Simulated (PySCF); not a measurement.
**How methods differ on the ionisation energy of Ga⁺**

Ga⁺ [Ar] 3d10 4s2 (1S) → Ga²⁺ [Ar] 3d10 4s1 (2S), as a difference of total energies. All numbers are calculated (PySCF 2.14, scalar relativity by spin-free X2C-1e, in cc-pVDZ-DK (5s4p2d, 27 functions)). Correlated levels: valence: [Ar] 3d10 frozen. The calculations carry no spin-orbit coupling.

Problem. Order these methods by the ionisation energy they give, lowest first.
A. PBE
B. SCS-MP2 (valence)
C. UHF
D. CCSD (valence)

Solution. C (18.801 eV), B (19.566 eV), D (19.770 eV), A (20.810 eV).

Errors of the correlated levels include the incompleteness of this basis and the frozen core.

With two correlated electrons CCSD is exact in that space.

For comparison: 20.515 eV (measured; NIST Atomic Spectra Database, ionization energies).
